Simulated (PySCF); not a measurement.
Structure problem from calculated spectra and properties.

Formula: C6H7O3S; charge -1.

| Item | Value |
| --- | --- |
| 1H NMR | chemical shifts (computed TMS as zero) by class: 9.59 (1 H), 6.87 (1 H), 5.48 (1 H), 5.16 (1 H), 5.14 (1 H), 4.49 (1 H), 4.48 (1 H) ppm [GIAO B3LYP/pcSseg-1] |
| Polarisability | 128.4 au [PBE0/def2-SVPD] |
| 13C NMR | chemical shifts (computed TMS as zero) by class: 165.4 (1 C), 151.2 (1 C), 145.9 (1 C), 134.3 (1 C), 129.1 (1 C), 111.2 (1 C) ppm [GIAO B3LYP/pcSseg-1] |
| NMR, other nuclei | isotropic shieldings of nuclei other than C and H, by class: 62 (1 O), 74 (2 O), 157 (1 S) ppm [GIAO B3LYP/pcSseg-1] |
| Rotational structure | rotational constants A, B, C: 1.754, 0.938, 0.694 GHz [PBE0-D3(BJ)/def2-SVP] |
| Triplet | lowest triplet excitation (Tamm–Dancoff): 2.42 eV [TDA PBE0/def2-SVPD] |

Electronic properties: PySCF, gas phase, density fitting. Levels stand in brackets. The structure is a single PBE0-D3(BJ)/def2-SVP conformer in the gas phase; no vibrational or solvent corrections. The geometry's basis has no diffuse functions, a weakness for an anion. No diffuse functions stand in pcSseg-1, which bears on an anion's orbital energies. NMR classes are plain means over equivalent atoms (diastereotopic ones count apart unless rotation or inversion swaps them), as if these changed places fast.

Question: What is the compound? Reason from the data.

Answer: Numbering: `[CH2:1]=[CH:2]/[CH:3]=[C:4](/[CH:5]=[CH2:6])[S:7](=[O:8])(=[O:9])[O-:10]`. 6 carbons fall into 6 classes; from least to most shielded: fully substituted alkene carbon [C4] (165.4 ppm), alkene CH carbon [C2] (151.2 ppm), alkene CH carbon [C5] (145.9 ppm), alkene CH carbon [C3] (134.3 ppm), terminal =CH2 carbon [C6] (129.1 ppm), terminal =CH2 carbon [C1] (111.2 ppm). Hydrogen classes from least to most shielded: 1 H on an alkene CH carbon, C2 (9.59 ppm), 1 H on a terminal =CH2 carbon, C6 (6.87 ppm), 1 H on an alkene CH carbon, C5 (5.48 ppm), 1 H on a terminal =CH2 carbon, C6 (5.16 ppm), 1 H on an alkene CH carbon, C3 (5.14 ppm), 1 H on a terminal =CH2 carbon, C1 (4.49 ppm), 1 H on a terminal =CH2 carbon, C1 (4.48 ppm). The other shieldings belong to: 62 ppm, oxygen bonded to S [O10]; 74 ppm, oxygen bonded to S [O8/O9]; 157 ppm, sulfonyl sulfur [S7]. By its constants the optimised geometry is an asymmetric top. Structure: `C=C/C=C(/C=C)S(=O)(=O)[O-]`. Computed isomers that give other values at the same levels: `C#C[C@@H]1C[C@]1(C)S(=O)(=O)[O-]` (smallest rotational constant: 0.890 GHz; this holds for the one conformer computed). The assignments are read from this structure; whether some other isomer fits the data as well wasn't checked.

The values belong to the conformer `[CH2:1]=[CH:2]/[CH:3]=[C:4](/[CH:5]=[CH2:6])[S:7](=[O:8])(=[O:9])[O-:10]`: C1–C2–C3–C4 180°, C3–C4–C5–C6 176°, C3–C4–S7–O8 121°.
